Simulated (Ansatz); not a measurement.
Calculated with Ansatz (gas phase, PBE0-D4/def2-TZVP geometries, no zero-point term in ΔE). CCSD(T)/CBS adds triple-zeta CCSD(T) − MP2 to the extrapolated MP2 energy (def2 sets, frozen cores). This one scheme is used for every species. Functionals use def2-TZVPP. B3LYP here is the variant with VWN-RPA as its local correlation; programs differ in this. For Ge outer-core shells are correlated without core-valence functions, which leaves a few kJ/mol of doubt a bond. Scalar relativity is left out up to krypton. Each species was taken in one conformer, which may not be the lowest.

Consider the hydrogenolysis of a C–Si bond: `N[CH]([SiH3])[GeH3]` + H₂ → `N[CH2][GeH3]` + SiH₄.

`N[CH]([SiH3])[GeH3]`:

Z-matrix (Å, degrees):
```
C
Si 1 1.879
Ge 1 1.971 2 110.1
N 1 1.460 2 109.6 3 119.3
H 1 1.103 2 107.7 3 -115.3
H 2 1.488 1 109.7 3 67.4
H 2 1.486 1 111.1 3 -53.6
H 2 1.491 1 109.4 3 -173.4
H 3 1.536 1 110.7 2 52.6
H 3 1.539 1 110.3 2 -69.1
H 3 1.542 1 107.9 2 171.9
H 4 1.013 1 111.9 2 179.2
H 4 1.013 1 111.6 2 58.7
```

H₂:

```xyz
2

H     0.020    0.105   -0.358
H    -0.020   -0.105    0.358
```

`N[CH2][GeH3]`:

```xyz
10

N     0.315   -1.473    0.302
C    -0.593   -0.336    0.304
Ge    0.361    1.281   -0.280
H     0.635   -1.679   -0.636
H    -0.144   -2.307    0.648
H    -1.496   -0.457   -0.312
H    -0.929   -0.152    1.327
H     1.033    1.002   -1.640
H     1.444    1.668    0.738
H    -0.625    2.452   -0.451
```

SiH₄:

```xyz
5

Si    0.000    0.000    0.000
H    -0.718   -1.014   -0.813
H     0.162    1.245   -0.792
H     1.337   -0.524    0.377
H    -0.781    0.293    1.228
```

(1) Is it downhill or uphill in electronic energy at CCSD(T)/CBS, and by how much? (Estimate.)

(2) What do these levels give: PBE-D4, B3LYP-D4, PBE0, HF/def2-TZVPP, MP2/CBS(def2), CCSD/CBS(def2)? (Estimate.)

Largest T1 diagnostic among the species: 0.011.

Answers

(1) The calculation gave: Downhill: ΔE = -5.7 kcal/mol.

(2) Computed: PBE-D4 -5.4, B3LYP-D4 -6.9, PBE0 -8.3, HF/def2-TZVPP -14.1, MP2/CBS(def2) -3.9, CCSD/CBS(def2) -7.1 kcal/mol.

In def2-TZVPP, CCSD(T) changes the Hartree–Fock value by +7.4 kcal/mol (the triples alone add +1.4 kcal/mol) and MP2 by +9.2 kcal/mol. The D4 term adds +3.6 kcal/mol with B3LYP and +2.0 kcal/mol with PBE0; it sums over pairs of atoms, weighted by their polarisabilities, and B3LYP, whose exchange is more repulsive, gets the larger term.
